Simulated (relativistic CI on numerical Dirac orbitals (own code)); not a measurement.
# Hyperfine structure of Re46+, mass number 185

Method of calculation: Dirac-Coulomb-Breit CI, KLI orbitals optimised for each configuration, model QED (radiative potential, 1s self-energy scaled to tabulated hydrogen-like ionisation energies), unscaled Slater integrals (own radial code, finite nucleus).

CI space (outside the closed core [Ar]): 3d10 4s, 3d10 4p, 3d10 4d, 3d10 4f, 3d10 5s, 3d10 5p, 3d10 5d, 3d10 5f, 3d10 5g, 3d9 4p2, 3d10 6s, 3d10 6p, 3d8 4s 4p2, 3d10 6d, 3d9 4s2, 3d9 4p 4d. Levels of other configurations are missing.

Nuclear spin I = 5/2, μ = 3.176 μN, Q = 2.07 b (tables of Stone and Pyykkö). The electronic factors are computed for point nuclear moments, without core polarisation or the Bohr-Weisskopf and QED corrections.

```csv
Level,E (10³ cm⁻¹),A (GHz),B (GHz)
3d10 4s 2S_1/2,0.0,2344,
3d10 4p 2P°_1/2,807.4,747.9,
3d10 4p 2P°_3/2,1684.2,82.79,275
3d10 4d 2D_3/2,2925.9,42.13,47.6
3d10 4d 2D_5/2,3112.2,16.73,57.4
3d10 4f 2F°_5/2,4438.2,8.928,15.2
3d10 4f 2F°_7/2,4485.6,4.859,17.2
3d10 5s 2S_1/2,8114.6,1101,
```

Levels with J = 0, under 50 % of one LS term, or S terms without an open s electron are left out. Small factors come from cancelling terms and can be off by tens of per cent or more.

At this charge energies of transitions that change n are usually good to better than 1 %, and those within a shell (Δn = 0) to a few per cent.

(1) Give the hyperfine levels of 3d10 4s 2S_1/2 relative to its centre of gravity.

## Answers

(1) With K = F(F + 1) − I(I + 1) − J(J + 1), E = AK/2: F = 2: -4103, F = 3: 2931 GHz.

LS names give the leading component of a level, which can be under half, so a name can repeat, a term be missing and a line seem to break the LS rules.
